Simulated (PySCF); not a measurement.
Two-component Hartree-Fock for Ru²¹⁺ (ruthenium, charge +21)

Start: [Ar] 3d5; 3d3/2 filled at m_j = -3/2, -1/2, +1/2, +3/2; 3d5/2 filled at m_j = +5/2. Calculated with PySCF 2.14 in an even-tempered Gaussian basis (17 s from 2.5 bohr⁻², ratio 2.8; 12 p from 3.2 bohr⁻², ratio 2.8; 8 d from 3.2 bohr⁻², ratio 2.8; 4 f from 12 bohr⁻², ratio 3): generalised Hartree-Fock with the X2C-1e Hamiltonian and a Gaussian nucleus; one run each with spin-orbit coupling (SO) switched off, then screened by Boettger's factors.

```tsv
spinor shell	electrons	ε, spin-free (eV)	ε, screened SO (eV)	weight of nominal j (screened SO)	rms radius, screened SO (bohr)
1s1/2	2	-22997.7	-22996.4	1.000	0.0384
2s1/2	2	-4025.6	-4025.1	1.000	0.157
2p1/2	2	-3679.6	-3772.6	0.995	0.137
2p3/2	4	-3679.6	-3636.0	0.998	0.141
3s1/2	2	-1263.1	-1263.0	1.000	0.406
3p1/2	2	-1143.6	-1171.4	0.833	0.398
3p3/2	4	-1143.6	-1130.3	0.916	0.407
3d3/2	4	-989.21	-989.75	0.628	0.369
3d5/2	1	-989.21	-986.56	1.000	0.371
```

```
   quantity    spin-free  screened SO
E (hartree)  -4288.80470  -4289.49307
        M_J          5/2          5/2
       ⟨J²⟩        8.751        8.752
       ⟨L²⟩        0.000        0.181
       ⟨S²⟩        8.751        8.350
```

Each row is a mean over spinors that exchange with the open shell spreads, by up to 33.905 eV (3p3/2).

Rows whose weight is well below 1 are mixtures of j = l ± 1/2: exchange outweighs spin-orbit coupling there, and the label is only the starting occupation.

Breit and QED terms are absent; they matter most for the inner s and p1/2 levels.

Densities and radii are taken from the X2C orbitals without a picture-change correction, which distorts them close to the nucleus.

Without spin-orbit coupling the j labels of p, d and f shells carry no meaning; the spin-free column gives the mean over the occupied spinors of each nl shell.
